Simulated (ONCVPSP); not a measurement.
ytterbium (Yb): one change to an ONCV potential, before and after

```json
{
  "Element": "Yb",
  "Generator": "ONCVPSP 4.0.1",
  "Type": "optimised norm-conserving Vanderbilt (ONCV)",
  "Functional": "PBE",
  "Relativity": "scalar-relativistic",
  "Frozen core": "[Xe] 4f13",
  "Valence charge": "3",
  "Reference configuration": "5d1 6s2",
  "Partial waves": "6s: rc 3.00 bohr, ncon 4, nbas 8, qcut 1.7 1/bohr, 3 projectors, debl 2.7 Ha; p scattering state at 0.03 Ha: rc 2.75 bohr, ncon 3, nbas 6, qcut 2.4 1/bohr, 2 projectors, debl 1.5 Ha; 5d: rc 2.50 bohr, ncon 4, nbas 9, qcut 5.5 1/bohr, 2 projectors, debl 2.9 Ha",
  "Local potential": "polynomial inside 1.90 bohr (lpopt 5, dvloc0 0 Ha)",
  "Core correction": "none"
}
```

Change: s: rc 4.42.

Cutoffs: the cutoffs (Ha) at which the residual kinetic energy of the hardest occupied pseudo-wave falls to 1 and 0.1 mHa per electron; they do not see the model core or the augmentation charge, which bear on the density cutoff. Errors are all-electron minus pseudo energies relative to the spin-unpolarised reference configuration.

**Question.** What does the change do?

**Answer.** The potential gets softer (9.7 Ha and 17 Ha → 9.7 Ha and 12 Ha); of the 4 tests that both files solve, the error grows in 2 and shrinks in 1 by more than 15 % and 0.3 meV (median size 79.5 → 37.7 meV); neither file shows a bound ghost. A larger radius leaves more room for a smooth pseudo-wave, so fewer plane waves are needed.

```tsv
quantity	base	changed
cutoff, loose	9.7 Ha	9.7 Ha
cutoff, tight	17 Ha	12 Ha
loose cutoff by channel	s 5.1 Ha, d 9.7 Ha	s 1.2 Ha, d 9.7 Ha
bound ghosts	none	none
GHOST(+) flags under 300 eV	p at 35.7 eV, s at 85.2 eV	p at 35.7 eV, s at 80.1 eV, s at 161.9 eV
error for 5d1 6s1, meV [ΔE 7.26 eV]	-0.8	-59
error for 5d1 6s0, meV [ΔE 20.36 eV]	+188	-17
error for 5d1 6s1.5, meV [ΔE 2.94 eV]	-1.4	-16
error for 5d2 6s0, meV [ΔE 9.57 eV]	+158	+136
p: phases at 2.78 bohr within 0.05 rad from the reference energy up to (Ha; the scan ends near 5)	1.3	1.3
d: phases at 2.53 bohr within 0.05 rad from the reference energy up to (Ha; the scan ends near 5)	to the end of the scan	to the end of the scan
```

Base: The cutoffs count occupied waves only; projector 2 of the p channel, the hardest unoccupied one, needs 30 Ha at the loose tolerance. Changed file: The cutoffs count occupied waves only; projector 2 of the p channel, the hardest unoccupied one, needs 30 Ha at the loose tolerance.
